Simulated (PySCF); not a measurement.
## C₆ coefficients of unlike pairs at PBE0

Calculated with PySCF 2.14 from the dipole response of each species, C₆(A,B) = (3/π) ∫ α_A(iu) α_B(iu) du, in atomic units, from isotropic polarisabilities. For ions this is the dispersion term alone; charge-induced terms of lower order in 1/R come first.

| species | configuration | basis | relativity | α (bohr³) | C₆ (like pair) |
| --- | --- | --- | --- | --- | --- |
| N²⁺ | [He] 2s2 2p1 (2P) | aug-cc-pVQZ (6s5p4d3f2g) | none | 2.602 | 3.693 |
| Sr⁺ | [Kr] 5s1 (2S) | aug-cc-pVQZ-X2C (9s8p6d3f2g) | spin-free X2C | 103.4 | 925.7 |
| Al⁺ | [Ne] 3s2 (1S) | dyall-acv3z (19s12p6d4f) | none | 24.84 | 127.6 |
| Si²⁺ | [Ne] 3s2 (1S) | x2c-QZVPPall with one added diffuse shell each of s, p, d, f type (10s7p5d3f1g) | spin-free X2C | 11.84 | 40.99 |

Task: Estimate C₆ for Al⁺ with Sr⁺.

Result: The integral gives 320.9. The combination rule 2 C_A C_B / (C_A α_B/α_A + C_B α_A/α_B) gives 313.6 and the geometric mean 343.7.

No spin-orbit coupling is included.

The other pairs:

```csv
pair,C₆
"Si²⁺, N²⁺",11.68
"Sr⁺, N²⁺",44.03
"Si²⁺, Al⁺",71.28
"Al⁺, N²⁺",19.34
"Si²⁺, Sr⁺",171.1
```
